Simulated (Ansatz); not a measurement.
Coupled-cluster diagnostics for Li2Br2, Ansatz.

Geometry of the singlet (PBE0-D4/def2-TZVP):

```xyz
4

Li   -0.150    1.135   -0.691
Li    0.150   -1.135    0.691
Br    1.083   -0.724   -1.424
Br   -1.084    0.724    1.424
```

Correlated methods freeze 18 core orbitals; core or outer-core shells of Li, Br are correlated, in sets that lack core-valence functions. In the triplet, Br3 and Br4 lie 2.89 Å apart (atoms count from 1), so these atoms are partly bonded to each other. At PBE0-D4/def2-TZVP a singlet of charge 0 lies 4.75 eV below the triplet, each at its own geometry. In the quintet geometry the species has come apart into loosely held pieces. At PBE0-D4/def2-TZVP a singlet of charge 0 lies 10.33 eV below the quintet, each at its own geometry. The structure comes from a short search, and lower isomers may exist.

Geometry of the charge 0 triplet (PBE0-D4/def2-TZVP):

Cartesian coordinates in Å:
```
Li 0.682 -0.285 -1.903
Li -0.786 0.530 1.808
Br 1.291 0.536 0.393
Br -1.188 -0.781 -0.298
```

Geometry of the charge 0 quintet (PBE0-D4/def2-TZVP):

```
atom   x (Å)   y (Å)   z (Å)
 Li1  -1.338  -1.216   0.034
 Li2   1.346   1.207  -0.044
 Br3   1.547  -1.625   2.766
 Br4  -1.555   1.635  -2.756
```

(1) Estimate the CCSD(T) correlation energy, the shares of MP2 and (T), T1 and the reference's ⟨S²⟩ for: charge 0, singlet, own geometry in def2-TZVPP; charge 0, triplet, own geometry in def2-TZVPP; charge 0, quintet, own geometry in def2-TZVPP; charge 1, doublet, vertical in def2-TZVPP; and the rough time on 2 threads of Arm Neoverse V1 on a shared host.

## Answers

(1) 
| state | basis | correlation (eV) | MP2 share (%) | (T) share (%) | T1 | ⟨S²⟩ (pure) | wall time | remarks |
| --- | --- | --- | --- | --- | --- | --- | --- | --- |
| charge 0, singlet, own geometry | def2-TZVPP | -18.316 | 94.3 | 2.8 | 0.004 | 0.00 (0.00) | 32 s | – |
| charge 0, triplet, own geometry | def2-TZVPP | -18.224 | 93.4 | 3.1 | 0.049 | 2.02 (2.00) | 59 s | large T1 |
| charge 0, quintet, own geometry | def2-TZVPP | -16.518 | 92.1 | 2.3 | 0.008 | 6.02 (6.00) | 3.3 min | – |
| charge 1, doublet, vertical | def2-TZVPP | -17.476 | 93.0 | 2.8 | 0.036 | 0.76 (0.75) | 2.5 min | – |
Customary marks for T1 are 0.02 (closed shells), 0.045 (open shells) and about 0.05 (3d metals). T1 exceeds 0.02 in 2 of 4 rows and 0.045 in 1; the higher it lies, the less the single-reference result can be trusted.
